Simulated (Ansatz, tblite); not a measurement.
Spin states of the cluster Pt3H2⁺, each relaxed with PBE0-D4/def2-TZVP in Ansatz. Electronic energies in the gas phase.

In the def2 sets Pt takes a core potential; there is no spin–orbit coupling. The xTB rows come from tblite. Correlated methods freeze no core orbitals; core or outer-core shells of Pt are correlated, in sets that lack core-valence functions. The structure comes from a short search, and lower isomers may exist.

Doublet geometry (C2 within 0.1 Å):

```xyz
5

Pt   -0.147    1.229   -0.561
Pt   -0.610   -1.213    0.044
Pt    1.407   -0.029    0.960
H    -1.363   -0.788    1.275
H     0.713    0.802   -1.718
```

Quartet geometry:

```xyz
5

Pt    0.217   -1.179    0.937
Pt   -0.561    1.145    0.084
Pt    0.549   -0.424   -1.459
H    -1.827    1.144   -0.803
H     1.622   -0.686    1.241
```

⟨S²⟩: doublet 0.78 at PBE0-D4/def2-TZVP (pure 0.75), quartet 3.78 at PBE0-D4/def2-TZVP (pure 3.75).

Run but left out: HF/def2-SVP, MP2/def2-SVP, CCSD/def2-SVP, CCSD(T)/def2-SVP (flagged by the program: other amplitudes); HF/def2-TZVP (quartet: a determinant that CCSD turns far, T1 0.110); MP2/def2-TZVP (doublet: ⟨S²⟩ 1.02, where a pure state has 0.75).

Only these spin states were relaxed. Higher spins weren't run and may lie lower.

| level | quartet − doublet (kJ/mol) | lowest of these |
| --- | --- | --- |
| GFN1-xTB | 54.7 | doublet |
| PBE-D4/def2-TZVP | 61.5 | doublet |
| BLYP-D4/def2-TZVP | 58.5 | doublet |
| PBE0-D4/def2-TZVP | 70.2 | doublet |
| r2SCAN0-D4/def2-TZVP | 56.9 | doublet |
| ωB97X-V/def2-TZVP | 86.9 | doublet |
| ωB97M-V/def2-TZVP | 88.6 | doublet |
| RPA@PBE/def2-TZVP | 55.6 | doublet |

Change of the quartet − doublet gap on mixing in exact exchange, in kJ/mol: PBE to PBE0 (25 % exact exchange) 8.6.

The xTB methods have no spin-polarisation term.
